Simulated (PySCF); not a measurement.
Field gradients from PBE0/pcSseg-1 densities (PySCF, non-relativistic) at GFN2-xTB geometries, isolated species, one conformer each; χzz is the principal value of largest magnitude, with Q(14N) = 0.02044 b. GFN2-xTB bond lengths can be off by several hundredths of an ångström, more for odd bonds, and the gradients follow them. With a basis this small, the couplings can be 20 % off.

Question: Rank these 14N sites by the size of the quadrupole coupling, smallest first.
A. N5 (pyrrole-type nitrogen) in `[SiH3:1][CH2:2][c:3]1[cH:4][n:5]2[cH:6][cH:7][cH:8][cH:9][c:10]2[n:11]1`
B. The amide nitrogen of `CNC(=O)CC(F)(F)F`
C. N7 (hydrazine nitrogen) in `[CH2:1]=[CH:2][N:3]1[CH2:4][CH2:5][CH2:6][NH:7]1`
D. The nitrogen bonded to P and H of `C=CC1=C[P@]1(=N)C(C)C`
E. The nitrogen bonded to 2 C and P of `C=C/C=P\N1CCCC1`
F. N6 (pyridine-type nitrogen) in `[N:1]#[C:2][c:3]1[cH:4][cH:5][n:6][cH:7][n:8]1`

Answer: A (1.448 MHz), D (3.005 MHz), B (4.874 MHz), E (5.171 MHz), F (5.502 MHz), C (6.550 MHz).

All sites together:

```
nucleus                                                                                                   site  Vzz (au)     η  χzz (MHz)
    14N                            N7 (hydrazine nitrogen) in [CH2:1]=[CH:2][N:3]1[CH2:4][CH2:5][CH2:6][NH:7]1    -1.364  0.45     -6.550
    14N                                                the nitrogen bonded to P and H of C=CC1=C[P@]1(=N)C(C)C     0.626  0.54      3.005
    14N                          N6 (pyridine-type nitrogen) in [N:1]#[C:2][c:3]1[cH:4][cH:5][n:6][cH:7][n:8]1    -1.146  0.43     -5.502
    14N  N5 (pyrrole-type nitrogen) in [SiH3:1][CH2:2][c:3]1[cH:4][n:5]2[cH:6][cH:7][cH:8][cH:9][c:10]2[n:11]1    -0.301  0.28     -1.448
    14N                                                                 the amide nitrogen of CNC(=O)CC(F)(F)F    -1.015  0.08     -4.874
    14N                                                    the nitrogen bonded to 2 C and P of C=C/C=P\N1CCCC1    -1.077  0.21     -5.171
```
